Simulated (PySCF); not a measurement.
# Frontier orbitals and the lowest excitations

Compound: CH2BF3NP.
Structure used (PBE0-D3(BJ)/def2-SVP), in Å, numbered top down from 1:
```xyz
9
CH2BF3NP angstrom
N      2.5837   -1.0843    0.6171
C      1.7582   -0.3674    0.2319
B      0.6417    0.5885   -0.2865
P     -1.0193   -0.1825    0.0664
F     -1.4566   -0.4074    1.5499
F     -2.2196    0.6618   -0.4695
F     -1.3379   -1.5840   -0.5461
H      0.5722    0.7077   -1.4970
H      0.5355    1.6502    0.2999
```

Method: TDDFT CAM-B3LYP/def2-SVPD, vertical, gas phase, core orbitals frozen in the response in PySCF 2.14.0, density-fitted response routines.

Kohn–Sham orbitals with the atoms that hold most of them (Löwdin shares over 4%, at most four atoms; ? is withheld):

| orbital | ε (eV) | atoms |
| --- | --- | --- |
| HOMO-3 | -12.80 | B3 34%, C2 17%, H8 15%, H9 14% |
| HOMO-2 | -11.69 | N1 76%, C2 18% |
| HOMO-1 | -10.81 | N1 43%, C2 34%, B3 9%, P4 4% |
| HOMO | ? | ? |
| LUMO | -0.09 | ? |
| LUMO+1 | 0.25 | P4 36%, F5 17%, B3 16%, F6 10% |
| LUMO+2 | 0.29 | P4 27%, B3 23%, F7 16%, F6 15% |

(1) Which atoms hold the HOMO, and with what shares?

(2) Give the leading atoms of the LUMO.

(3) What is the HOMO energy, and the HOMO–LUMO gap?

Answers

(1) N1 (bonded to C) 42%; C2 (bonded to B and N) 32%; B3 (bonded to C, P and 2 H) 12%; H8 (bonded to B) 6%.

(2) P4 (bonded to B and 3 F) 35%; B3 (bonded to C, P and 2 H) 15%; F5 (bonded to P) 10%; F7 (bonded to P) 10%. By element: phosphorus 35%, fluorine 20% or more, boron 15%.

(3) ε(HOMO) = -10.68 eV; the gap is 10.59 eV (0.3891 hartree).

Question: The HOMO–LUMO gap is 10.59 eV. Where does the response calculation put the lowest singlet, and from which orbitals?

Answer: S1 is at 6.83 eV (f = 0.0011), 3.76 eV below the gap, made of HOMO→LUMO (64%), HOMO→LUMO+3 (16%). Without the coupling terms of the response equations the lowest excitation would equal the gap.

Next come S2 at 7.25 eV (f 0.022), HOMO-1→LUMO (67%), HOMO→LUMO+4 (20%); S3 at 7.67 eV (f 0.0018), HOMO-1→LUMO+4 (37%), HOMO→LUMO (25%), HOMO→LUMO+3 (14%); S4 at 7.80 eV (f 0.0001), HOMO-1→LUMO+4 (46%), HOMO→LUMO+3 (17%), HOMO→LUMO+2 (10%); S5 at 7.87 eV (f 0.0027), HOMO→LUMO+1 (20%), HOMO-1→LUMO+3 (19%), HOMO-1→LUMO (16%).
